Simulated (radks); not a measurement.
Question: Valence configurations of Eu+ (all share [Xe]). Calculated with a radial shooting solver on a logarithmic mesh with Libxc functionals: Dirac Kohn-Sham, PBE, spin-unpolarised, spherical densities, finite nucleus; open shells are shared between the two j in proportion to 2j + 1; Fermi nuclear charge, rms radius 5.1115 fm. Order these by energy: 4f6 5d1 6s1; 4f5 5d1 6s2; 4f7 6s1; 4f7 6p1; 4f6 6s2; 4f5 6s1 6p2; 4f7 6s0.5 6p0.5; 4f8; 4f6 6s1 6p1; 4f7 5d1.

Answer: From the lowest, in eV above it: 4f7 6s1 0.000; 4f7 5d1 1.582; 4f7 6s0.5 6p0.5 1.592; 4f8 1.952; 4f7 6p1 3.193; 4f6 6s2 3.455; 4f6 5d1 6s1 3.869; 4f6 6s1 6p1 7.203; 4f5 5d1 6s2 13.067; 4f5 6s1 6p2 22.951. NIST lists [Xe] 4f7 6s1 as the ground configuration; this level of theory agrees among the configurations tried. The energies are those of spherical spin-averaged densities, not of single terms.
